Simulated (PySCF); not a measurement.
**Correlation energy of Sb⁺ (antimony, charge +1)**

[Kr] 4d10 5s2 5p2, high-spin 3P determinant. Computed with PySCF 2.14 in cc-pVTZ-PP with ECP28MDF (5s4p3d1f, 39 functions), with scalar relativity through the core potential. Frozen: 4s2 4p6 4d10; 4 electrons correlated.

MP2 pair energies summed by pair of shells (mhartree):

```
 pair  energy  share (%)
5s-5p  -28.14       61.8
5s-5s  -13.01       28.6
5p-5p   -4.40        9.7
```

Total MP2 correlation energy: -45.55 mhartree.

Same-spin part -7.57 and opposite-spin part -37.97 mhartree; SCS-MP2 scales them by 1/3 and 6/5 to -48.09 mhartree.

```
  level  correlation energy (mhartree)
   CCSD                         -58.85
    (T)                          -1.40
CCSD(T)                         -60.25
```

Diagnostics: T1 = 0.0075, D1 = 0.0199, largest double amplitude 0.092.

Q: Is a single reference adequate?

A: Mostly. T1 lies below 0.03, but a double amplitude of this size points to a near-degeneracy that CCSD handles and MP2 describes poorly.
